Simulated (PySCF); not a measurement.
(3S)-3-methyloxolane (C5H10O), SMILES O1CC[C@@H](C1)C.

The structure is a stationary point at r2SCAN-D4/def2-SVP. One conformer was computed; it need not be the lowest.

Method: PySCF with TDA-CAM-B3LYP/def2-SVPD.

Vertical excitations. The molecule is in vacuum.

Computed excitation energies, oscillator strengths and character:
```
state  energy (eV)  λ (nm)      f                                                            main pairs
-----  -----------  ------  -----  --------------------------------------------------------------------
S1            6.95     178  0.012                                      HOMO→LUMO 63 %, HOMO→LUMO+1 25 %
S2            7.67     162  0.000                    HOMO→LUMO+2 63 %, HOMO→LUMO+1 10 %, HOMO→LUMO 10 %
S3            7.69     161  0.002                    HOMO→LUMO+1 46 %, HOMO→LUMO+2 22 %, HOMO→LUMO 16 %
S4            7.88     157  0.001                    HOMO→LUMO+3 61 %, HOMO→LUMO+4 9 %, HOMO→LUMO+6 9 %
S5            8.40     148  0.012                  HOMO→LUMO+4 52 %, HOMO→LUMO+5 21 %, HOMO→LUMO+3 16 %
S6            8.58     144  0.006                                                      HOMO−1→LUMO 85 %
T1            6.82     182      0                                      HOMO→LUMO 57 %, HOMO→LUMO+1 27 %
T2            7.43     167      0  HOMO→LUMO 27 %, HOMO→LUMO+1 24 %, HOMO→LUMO+6 16 %, HOMO→LUMO+5 15 %
```
Triplets are in the Tamm–Dancoff approximation.
